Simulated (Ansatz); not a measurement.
Geometry optimisation, Ansatz 0.2.0, RKS PBE/def2-SVP.

input.yaml

```yaml
crystal:
  periodic: [false, false, false]
  atoms:
    - { symbol: Ge, position_ang: [-0.13099, 0.217553, -0.060722] }
    - { symbol: F, position_ang: [0.015651, 0.326442, 1.659003] }
    - { symbol: H, position_ang: [1.314167, 0.055137, -0.585352] }
    - { symbol: H, position_ang: [-0.898693, 1.475963, -0.51426] }
    - { symbol: O, position_ang: [-1.205146, -1.149948, -0.439281] }
    - { symbol: H, position_ang: [-0.768029, -1.978303, -0.149286] }
    - { symbol: Cl, position_ang: [1.032753, -2.694044, 1.323084] }
    - { symbol: H, position_ang: [0.657987, -1.6458, 2.067614] }
basis:
  gaussian: { orbitals: def2-SVP }
hamiltonian:
  xc: pbe
relax:
  f_tol: 0.03
  max_steps: 50
```

Launched with:

```bash
$ ansatz run input.yaml --threads 2 --pin off --max-ram 3072MiB --backend cpu --events-out ev --progress --plain --runs-dir out
```

Q: Where does it end, and by what steps?

A: The forces met the threshold. After 8 steps the energy has fallen by 0.125 eV; Cl7 moved furthest, 0.35 Å.

| step | energy less start (eV) | largest force component (eV/Å) | accepted |
| --- | --- | --- | --- |
| 0 | 0.0000 | 1.585 | yes |
| 1 | -0.0528 | 0.984 | yes |
| 2 | -0.0786 | 0.700 | yes |
| 3 | -0.1117 | 0.463 | yes |
| 4 | -0.1188 | 0.305 | yes |
| 5 | -0.1240 | 0.055 | yes |
| 6 | -0.1241 | 0.056 | yes |
| 7 | -0.1241 | 0.029 | no |
| 8 | -0.1249 | 0.015 | yes |

```xyz
8
Properties=species:S:1:pos:R:3
Ge -0.121 0.235 -0.121
F 0.200 0.167 1.650
H 1.291 0.212 -0.753
H -0.992 1.481 -0.360
O -1.124 -1.180 -0.490
H -0.677 -1.993 -0.164
Cl 0.845 -2.785 1.602
H 0.596 -1.530 1.937
```

Time of the run: 16 s on 2 threads of Arm Neoverse V2, with other jobs on the host, peak memory 0.14 GiB.
